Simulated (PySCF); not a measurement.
Se(OH)(GeH3) (GeH4OSe), SMILES O[Se][GeH3].

Geometry optimised at PBE0-D3(BJ)/def2-SVP. This is a generated structure with no PubChem entry under its InChIKey; it may be hypothetical. Other conformers were not sampled.

These are PBE0-D3(BJ)/def2-SVP (PySCF) values and carry that method's errors.

Frequencies are harmonic and unscaled.

Computed vibrational spectrum:
```tsv
mode	ν (cm⁻¹)	IR (km/mol)	moving atoms (share of kinetic energy)
1	117	0.6	H 89 %, O 9 %
2	137	1.2	O 66 %, Ge 13 %, H 11 %, Se 10 %
3	288	6.8	Se 49 %, Ge 47 %
4	350	84.8	H 92 %
5	523	13.7	H 89 %
6	540	12.1	H 95 %
7	647	52.2	O 82 %, Se 16 %
8	812	223.9	H 97 %
9	862	38.6	H 99 %
10	884	45.8	H 99 %
11	1110	48.7	H 94 %
12	2151	76.7	H 99 %
13	2163	106.5	H 98 %
14	2173	91.9	H 98 %
15	3852	94.2	H 94 %
```
